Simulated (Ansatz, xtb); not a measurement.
## C3HN3S: 4 structures ranked

4 gas-phase structures of C3HN3S, from a drawn sample of its isomers (lower ones may exist). Each was relaxed with GFN2-xTB:

A. `N#Cc1csnn1`, a singlet
B. `N#Cc1cnsn1`, a singlet
C. `N#Cc1ncns1`, a singlet
D. `N#Cc1cnns1`, a singlet

Estimate their order in r2SCAN-D4/def2-SVP//GFN2-xTB energy at these geometries, lowest first.

Calculated order at r2SCAN-D4/def2-SVP//GFN2-xTB: C (0.0), B (22.4), D (78.8), A (81.8) kJ/mol. Less than 1 kcal/mol parts D and A, so the order within that pair means little.

Energies above the lowest of each column, in kJ/mol; the last columns are at r2SCAN-D4/def2-SVP geometries (a dash: not run or not comparable):

```
structure  GFN2-xTB  HF/STO-3G  r2SCAN-D4/def2-SVP//GFN2-xTB  r2SCAN-D4/def2-SVP  CCSD(T)/def2-SVP + ΔMP2/def2-TZVPP
        C       0.0        0.0                           0.0                 0.0                                 0.0
        B      12.3       14.1                          22.4                20.8                                 4.6
        D      69.0       56.2                          78.8                74.3                                80.0
        A      75.4       48.5                          81.8                75.7                                   –
```

Every level run on C puts it lowest or level with the lowest. Frequencies (r2SCAN-D4/def2-SVP) were run for B, C, D alone. The ΔMP2 step shifts differences by up to 15.5 kJ/mol, which makes them less sure. ΔMP2 is the change of the MP2 energy from the smaller to the larger basis.

Over these structures GFN2-xTB departs from r2SCAN-D4/def2-SVP//GFN2-xTB by 3.4 kJ/mol on average once a common shift is removed. A GFN2-xTB relaxation took about 0.13 s and the r2SCAN-D4/def2-SVP//GFN2-xTB energy about 2.7 s on a shared host (Ansatz 0.2.0, xtb 6.7.1).
